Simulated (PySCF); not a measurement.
## C4H9FOSi: full NMR table

* Formula: C4H9FOSi
* SMILES: C=C(C)O[SiH2]CF
* Point group of the computed structure: Cs
* Degrees of unsaturation: 1
* Carbon signals: 4
* Proton signals: 5

Numbering as in the mapped SMILES `[CH2:1]=[C:2]([CH3:3])[O:4][SiH2:5][CH2:6][F:7]`. Hydrogens are named by the atom that carries them. Ha(C1) is cis to C3; Hb(C1) is trans to C3.

Averaged over atoms made equivalent by symmetry, fast rotation or ring inversion, single conformer, no solvent, no relativistic terms. Geometry: GFN2-xTB; shielding tensors at PBE0/pcSseg-1 (GIAO); PySCF 2.14.

References, each an isolated molecule treated in the same way: ¹H (31.72 ppm), ¹³C (186.93 ppm), ²⁹Si (349.16 ppm) against TMS; ¹⁹F (170.95 ppm) vs CFCl3; ¹⁷O (336.08 ppm) against H2O.

```tsv
carbon	δC, type	δH (multiplicity)	HMBC from (2–3 bonds)	span of the C tensor (ppm)
C1	98.5, CH2	Ha(C1) 4.40 (m); Hb(C1) 4.49 (m)	H(C3)	160
C2	160.7, C	–	H(Si5), Hb(C1), Ha(C1), H(C3)	191
C3	21.7, CH3	2.02 (s)	Hb(C1), Ha(C1)	42
C6	76.9, CH2	5.07 (m)	H(Si5)	125
```

Other nuclei:
```json
{"atoms": "H(Si5)", "nucleus": "¹H", "environment": "hydrogen on a silicon bonded to C, O", "δ (ppm)": "5.15", "σ (ppm)": "26.57"}
{"atoms": "F7", "nucleus": "¹⁹F", "environment": "fluorine on an sp3 carbon", "δ (ppm)": "-316.7", "σ (ppm)": "487.6"}
{"atoms": "Si5", "nucleus": "²⁹Si", "environment": "silicon bonded to C, O, 2 H", "δ (ppm)": "-36.1", "σ (ppm)": "385.3"}
{"atoms": "O4", "nucleus": "¹⁷O", "environment": "oxygen bonded to C, Si", "δ (ppm)": "108.9", "σ (ppm)": "227.2"}
```

1. Carbon types of the structure: 1 × C, 2 × CH2, 1 × CH3, leaving 2 H on heteroatoms.
2. δC 160.7: alkene carbon bearing oxygen; an sp2 carbon further deshielded by the attached heteroatom.
3. δC 98.5: β carbon of an enol-ether or enamine type C=C; the O or N lone pair pushes π density onto this β carbon and shields it.
4. δC 76.9: sp3 CH2 bonded to F and Si; the inductive effect lowers its shielding.
5. δH 5.07: hydrogen on an sp3 CH2 bonded to F and Si; its carbon carries F, hence the downfield position.
6. δH 4.49, 4.40: hydrogen on a β carbon of an enol-ether or enamine type C=C; lone-pair donation from O or N shields it, upfield of ordinary alkene protons.

Splittings by ¹⁹F in the carbon and heteronuclear signals aren't shown, as no couplings were computed. Shifts are as computed. Against solution values, carbons near 30 ppm lie about +3 ppm off and those near 130 ppm about +5 ppm. Of 1211 compounds with measured shifts, 218 miss one by over three times the rms of a fit or turn the order of signals round; such compounds aren't used in these exercises. Unscaled 19F shifts against computed CFCl3 carry errors that often reach 10 to 50 ppm. Experimental scales use liquid or dissolved standards, which lie at an offset from isolated H2O (liquid H2O: subtract about 36 ppm). Multiplicities follow the n + 1 count of equivalent neighbours, as no J values were calculated; m marks all less simple cases, F and P coupling included.
